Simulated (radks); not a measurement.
Coulomb parameter of the 3d shell of the iron ion Fe3+ in the model configuration [Ar] 3d3.5 4s1.5, as a second difference U = [E(n + 0.5) + E(n - 0.5) - 2 E(n)] / (0.5)^2 with all orbitals relaxed. "Bare": the charge of the atom changes with n. "Screened": the 4s shell takes up the change at fixed total charge, which measures U(3d,3d) + U(4s,4s) - 2 U(3d,4s). All-electron calculation, Dirac Kohn-Sham, PBE, spin-unpolarised, spherical densities, finite nucleus; open shells are shared between the two j in proportion to 2j + 1; Fermi nuclear charge, rms radius 3.7377 fm. Program: a radial shooting solver on a logarithmic mesh with Libxc functionals.

| case | configuration | E - E(n) (eV) |
|---|---|---|
| start | [Ar] 3d3.5 4s1.5 | 0.000 |
| bare +0.5 | [Ar] 3d4 4s1.5 | -24.786 |
| bare -0.5 | [Ar] 3d3 4s1.5 | 29.940 |
| screened +0.5 | [Ar] 3d4 4s1 | -8.998 |
| screened -0.5 | [Ar] 3d3 4s2 | 10.359 |

U(bare) = 20.616 eV, U(screened by 4s) = 5.447 eV.
